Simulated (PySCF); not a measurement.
A structure optimised at PBE0-D3(BJ)/def2-TZVP, used in a PySCF frequency run:

```
Si
F 1 1.6046
N 1 1.6957 2 114.64
H 3 1.0064 1 121.89 2 77.27
H 3 1.0064 4 111.82 1 156.85
H 1 1.4790 2 105.83 3 119.31
H 1 1.4790 6 114.06 2 -115.92
```
Charge 0, spin multiplicity 1.

**Question.** Write its SMILES, formula and point group.

**Answer.** N[SiH2]F, FH4NSi, Cs

**Question.** What are its rotational constants (standard atomic weights)?

**Answer.** 23.759, 6.8258, 5.8559 GHz
